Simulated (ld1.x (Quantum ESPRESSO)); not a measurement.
Ge (Z = 32): excitation energies, all-electron against PAW

```json
{
  "Element": "germanium (Ge)",
  "Generator": "ld1.x (Quantum ESPRESSO) 7.5",
  "Type": "PAW",
  "Functional": "LDA (PZ)",
  "Relativity": "scalar-relativistic",
  "Frozen core": "[Ar]",
  "Valence charge": "14",
  "Reference configuration": "3d10 4s2 4p2",
  "Partial waves": "4s (bound): rcut 1.60, rcutus 1.85 bohr; 4s channel at -0.2 Ry: rcut 1.60, rcutus 1.85 bohr; 4p (bound): rcut 1.45, rcutus 1.80 bohr; 4p channel at 0.55 Ry: rcut 1.45, rcutus 1.80 bohr; 3d (bound): rcut 0.80, rcutus 1.10 bohr; 3d channel at 0.4 Ry: rcut 0.80, rcutus 1.10 bohr",
  "Local potential": "all-electron potential smoothed inside 0.90 bohr (lloc = -1)",
  "Core correction": "Bessel-smoothed model core, default radius (core density twice the valence density)",
  "Augmentation charge": "BG, radius 0.85 bohr"
}
```

Energies are relative to the spin-unpolarised reference configuration 3d10 4s2 4p2; without spin polarisation the order of configurations can differ from experiment. Spin-polarised rows fill each open shell by Hund’s rule, majority spin first.

```csv
valence configuration,charge,ΔE all-electron (eV),error AE − PS (meV)
3d10 4s2 4p1,+1,7.636,-1.0
3d10 4s2 4p0,+2,23.352,-3.5
3d10 4s1 4p0,+3,58.570,-3.8
3d10 4s2 4p1.5,+0.5,2.889,-0.4
3d9 4s2 4p3,0,29.720,-246
3d9 4s2 4p2,+1,38.946,-266
3d10 4s2 4p2 (spin-polarised),0,-0.563,+0.1
3d10 4s2 4p1 (spin-polarised),+1,7.451,-1.1
```

Task: What are ΔE and the potential's error for 3d10 4s2 4p2.3?

Result: ΔE = -0.928 eV all-electron; the error (AE − PS) is +0.1 meV.

Levels in the configuration 3d10 4s1 4p0:

```
level  all-electron (eV)  pseudo (eV)
   3d            -63.475      -63.549
   4s            -40.900      -40.890
```

Note: ghost state, extra bound levels that the all-electron valence spectrum of the same l lacks: s at -321.6 eV. A true bound ghost makes a file unfit for plane-wave use.
